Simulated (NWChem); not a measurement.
System: Si₂N₂H₈O; SMILES N[SiH](N)O[SiH3]

Here is an NWChem input.

```
start job
memory heap 200 mb stack 900 mb global 1100 mb
geometry units angstroms noautosym nocenter noautoz
  N      1.130409    -1.789382     0.570695
  Si     0.065194    -0.962724    -0.496655
  N     -1.510411    -1.184305     0.174117
  O      0.251683     0.682118    -0.668050
  Si     0.043987     2.080393     0.187809
  H      1.092902    -1.622140     1.569156
  H      2.065110    -2.034707     0.269047
  H      0.359619    -1.501681    -1.846250
  H     -1.800545    -2.114417     0.450825
  H     -2.292153    -0.649442    -0.184342
  H     -1.377430     2.524233     0.153988
  H      0.449071     1.922807     1.613224
  H      0.882511     3.140741    -0.428433
end
basis spherical
  N library 6-31g*
  Si library 6-31g*
  O library 6-31g*
  H library 6-31g*
end
dft
  xc hfexch
  iterations 150
  mulliken
end
task dft energy
esp
  recalculate
  probe 0.07
  range 0.3
  factor 1.0
  spacing 0.02
end
task esp
```

Parts of the log:

```
             Northwest Computational Chemistry Package (NWChem) 7.3.0
             --------------------------------------------------------

                             Geometry "geometry" -> ""
                             -------------------------

 Output coordinates in angstroms (scale by  1.889725989 to convert to a.u.)

  No.       Tag          Charge          X              Y              Z
 ---- ---------------- ---------- -------------- -------------- --------------
    1 N                    7.0000     1.13040900    -1.78938200     0.57069500
    2 Si                  14.0000     0.06519400    -0.96272400    -0.49665500
    3 N                    7.0000    -1.51041100    -1.18430500     0.17411700
    4 O                    8.0000     0.25168300     0.68211800    -0.66805000
    5 Si                  14.0000     0.04398700     2.08039300     0.18780900
    6 H                    1.0000     1.09290200    -1.62214000     1.56915600
    7 H                    1.0000     2.06511000    -2.03470700     0.26904700
    8 H                    1.0000     0.35961900    -1.50168100    -1.84625000
    9 H                    1.0000    -1.80054500    -2.11441700     0.45082500
   10 H                    1.0000    -2.29215300    -0.64944200    -0.18434200
   11 H                    1.0000    -1.37743000     2.52423300     0.15398800
   12 H                    1.0000     0.44907100     1.92280700     1.61322400
   13 H                    1.0000     0.88251100     3.14074100    -0.42843300

 Effective nuclear repulsion energy (a.u.)     312.7129365368

  xc_inp: hfexch multiplicative factor not found.

                                 NWChem DFT Module
                                 -----------------

 Summary of "ao basis" -> "ao basis" (spherical)
 ------------------------------------------------------------------------------
       Tag                 Description            Shells   Functions and Types
 ---------------- ------------------------------  ------  ---------------------
 N                           6-31g*                  6       14   3s2p1d
 Si                          6-31g*                  8       18   4s3p1d
 O                           6-31g*                  6       14   3s2p1d
 H                           6-31g*                  2        2   2s

            General Information
            -------------------
          SCF calculation type: DFT
          Wavefunction type:  closed shell.
          No. of atoms     :    13
          No. of electrons :    58
           Alpha electrons :    29
            Beta electrons :    29
          Charge           :     0
          Spin multiplicity:     1
          Use of symmetry is: off; symmetry adaption is: off
          Maximum number of iterations: 150
          AO basis - number of functions:    94
                     number of shells:    50
          Convergence on energy requested:  1.00D-06
          Convergence on density requested:  1.00D-05
          Convergence on gradient requested:  5.00D-04

              XC Information
              --------------
                     Hartree-Fock (Exact) Exchange  1.000

      Superposition of Atomic Density Guess
      -------------------------------------

 Sum of atomic energies:        -764.96230408

      Non-variational initial energy
      ------------------------------

 Total energy =    -767.123653
 1-e energy   =   -1677.691953
 2-e energy   =     597.855363
 HOMO         =      -0.346812
 LUMO         =       0.033358

     ---------------------------------------------
      Total Density - Mulliken Population Analysis
     ---------------------------------------------

    Atom       Charge   Shell Charges
 -----------   ------   -------------------------------------------------------
    1 N    7     8.21   2.00  0.82  2.67  0.82  1.89  0.01
    2 Si  14    12.72   2.00  2.00  5.97  0.82  1.29  0.13  0.23  0.28
    3 N    7     8.23   2.00  0.82  2.67  0.83  1.90  0.01
    4 O    8     9.01   2.00  0.93  3.18  0.88  2.00  0.01
    5 Si  14    13.29   2.00  2.00  5.97  0.92  1.51  0.29  0.42  0.17
    6 H    1     0.56   0.41  0.15
    7 H    1     0.55   0.40  0.15
    8 H    1     1.08   0.47  0.61
    9 H    1     0.55   0.40  0.15
   10 H    1     0.56   0.40  0.15
   11 H    1     1.08   0.48  0.60
   12 H    1     1.08   0.47  0.60
   13 H    1     1.08   0.48  0.60

   convergence    iter        energy       DeltaE   RMS-Dens  Diis-err
 ---------------- ----- ----------------- --------- --------- ---------
 d= 0,ls=0.0,diis     1   -766.2837921321 -1.08D+03  7.54D-03  8.51D-01
 d= 0,ls=0.0,diis     2   -766.3670476065 -8.33D-02  2.78D-03  2.36D-01
 d= 0,ls=0.0,diis     3   -766.3910850466 -2.40D-02  9.00D-04  8.02D-03
 d= 0,ls=0.0,diis     4   -766.3922825737 -1.20D-03  1.90D-04  5.60D-04
 d= 0,ls=0.0,diis     5   -766.3923539867 -7.14D-05  5.70D-05  2.74D-05
  Resetting Diis
 d= 0,ls=0.0,diis     6   -766.3923583895 -4.40D-06  1.75D-05  7.80D-07
 d= 0,ls=0.0,diis     7   -766.3923586539 -2.64D-07  3.59D-06  5.40D-08

         Total DFT energy =     -766.392358653853
      One electron energy =    -1682.637532258022
           Coulomb energy =      668.826022630376
    Exchange-Corr. energy =      -65.293785563013
 Nuclear repulsion energy =      312.712936536806

 Numeric. integr. density =        0.000000000000

                       DFT Final Molecular Orbital Analysis
                       ------------------------------------

 Vector   27  Occ=2.000000D+00  E=-4.499632D-01
              MO Center= -1.1D-01,  2.0D+00, -1.9D-01, r^2= 3.2D+00
   Bfn.  Coefficient  Atom+Function         Bfn.  Coefficient  Atom+Function
  ----- ------------  ---------------      ----- ------------  ---------------
    49      0.308171   4 O  px               90      0.299173  11 H  s
    94     -0.284744  13 H  s                67     -0.279685   5 Si px
    53      0.274807   4 O  px               89      0.209982  11 H  s
    93     -0.203098  13 H  s                63      0.112461   5 Si px
    51     -0.098967   4 O  pz               55     -0.085001   4 O  pz

 Vector   28  Occ=2.000000D+00  E=-4.101717D-01
              MO Center=  5.1D-01, -1.4D+00,  3.0D-01, r^2= 2.9D+00
   Bfn.  Coefficient  Atom+Function         Bfn.  Coefficient  Atom+Function
  ----- ------------  ---------------      ----- ------------  ---------------
     4      0.424751   1 N  py                8      0.388747   1 N  py
    37      0.217955   3 N  pz                3      0.199987   1 N  px
    41      0.193707   3 N  pz                7      0.173788   1 N  px
    84      0.138382   8 H  s                 6     -0.107843   1 N  s
    50      0.107416   4 O  py               49     -0.101706   4 O  px

 Vector   29  Occ=2.000000D+00  E=-4.010123D-01
              MO Center= -7.1D-01, -1.3D+00,  1.0D-01, r^2= 2.7D+00
   Bfn.  Coefficient  Atom+Function         Bfn.  Coefficient  Atom+Function
  ----- ------------  ---------------      ----- ------------  ---------------
    37      0.425837   3 N  pz               41      0.399703   3 N  pz
     4     -0.260438   1 N  py                8     -0.245627   1 N  py
    84      0.206319   8 H  s                36      0.199913   3 N  py
    40      0.191518   3 N  py               83      0.113015   8 H  s
    23     -0.086959   2 Si pz                7     -0.073906   1 N  px

[...]

                     NWChem Electrostatic Potential Fit Module
                     -----------------------------------------

 Atom parameters

 Number of atoms is                                   13
 Number of basis functions is                         94

 Grid parameters

 Maximum number of grid points is                  52946
 Number of grid points is                          52945
 Grid range                                     0.300000 nm
 Grid spacing                                   0.020000 nm
 Probe radius                                   0.070000 nm
 Atom radius factor                             1.000000

 Atomic radii

    1    0.100000
    7    0.140000
    8    0.136000
   14    0.187000
 FASTESP  F
  using M.O. file = ./job.movecs

    Atom              Coordinates                           Charge

                                                  ESP

    1 N     0.113041   -0.178938    0.057070   -1.072576
    2 Si    0.006519   -0.096272   -0.049666    1.279319
    3 N    -0.151041   -0.118431    0.017412   -1.004970
    4 O     0.025168    0.068212   -0.066805   -0.677293
    5 Si    0.004399    0.208039    0.018781    0.843884
    6 H     0.109290   -0.162214    0.156916    0.388485
    7 H     0.206511   -0.203471    0.026905    0.362930
    8 H     0.035962   -0.150168   -0.184625   -0.252644
    9 H    -0.180055   -0.211442    0.045083    0.338698
   10 H    -0.229215   -0.064944   -0.018434    0.349346
   11 H    -0.137743    0.252423    0.015399   -0.181521
   12 H     0.044907    0.192281    0.161322   -0.190640
   13 H     0.088251    0.314074   -0.042843   -0.183017
                                            ------------
                                                0.000000

 Dipole moment                                  0.492343

 Quadrupole moment Qxx                          9.239369
                   Qyy                         -3.721127
                   Qzz                         -5.518241

 RMS deviation kJ/mol                           0.059378

 RRMS %                                        39.022478
```

Level: Hartree-Fock/6-31G* (spherical d). Geometry: optimised at B3LYP/6-31G* (spherical d).
